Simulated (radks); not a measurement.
The numbers below are computed, except where a source is named.
Numerical settings for neutral krypton, [Kr]. Code: a radial shooting solver on a logarithmic mesh with Libxc functionals. Model: scalar-relativistic Kohn-Sham, PBE, spin-polarised, spherical densities, point nucleus. The defaults (mesh step 0.008 in ln r, mesh end at 40 bohr or more with all orbitals vanishing there, Anderson mixing 0.5 over 9 steps, residual threshold near 1e-9 with the energy settled to 1e-9 hartree or 1e-11 of itself, here a cap of 100 iterations) give E = -2790.2653 hartree and 4p at -9.247 eV in 14 iterations. Run on one thread of a shared host, so times are rough (Intel(R) Xeon(R) 6975P-C): 0.13 s of CPU time, 0.13 s wall, 14 iterations on 2669 mesh points. Changes against that run (0 stands for a change within the tolerance of the run):

| setting | iterations | converged | E (mhartree) | e(4p) (meV) | CPU (s) |
|---|---|---|---|---|---|
| mesh step in ln r 0.003 | 14 | yes | 0 | 0 | 0.33 |
| mesh step in ln r 0.08 | 14 | yes | +0.0516 | +0.00957 | 0.02 |
| mesh step in ln r 0.12 | 2 | no | diverged | - | 0.02 |
| mesh end (bohr) 400 | 14 | yes | 0 | 0 | 0.13 |
| mesh end (bohr) 12 | 14 | yes | +0.00035 | +0.0469 | 0.13 |
| residual threshold 1e-16 | 100 | no | 0 | 0 | 0.43 |
| residual threshold 1e-05 | 10 | yes | 0 | +0.0101 | 0.11 |
| mixing 0.05 | 21 | yes | 0 | 0 | 0.2 |
| linear mixing, mixing 0.05 | 100 | no | +0.237 | -28.4 | 0.89 |
| linear mixing, mixing 0.2 | 88 | yes | 0 | 0 | 0.62 |
| mixing history 2 | 19 | yes | 0 | 0 | 0.15 |
| iteration cap 5 | 5 | no | +0.00643 | +120 | 0.06 |

No run marked as converged misses the energy by more than 1 mhartree. A mesh that ends early acts as a hard wall.
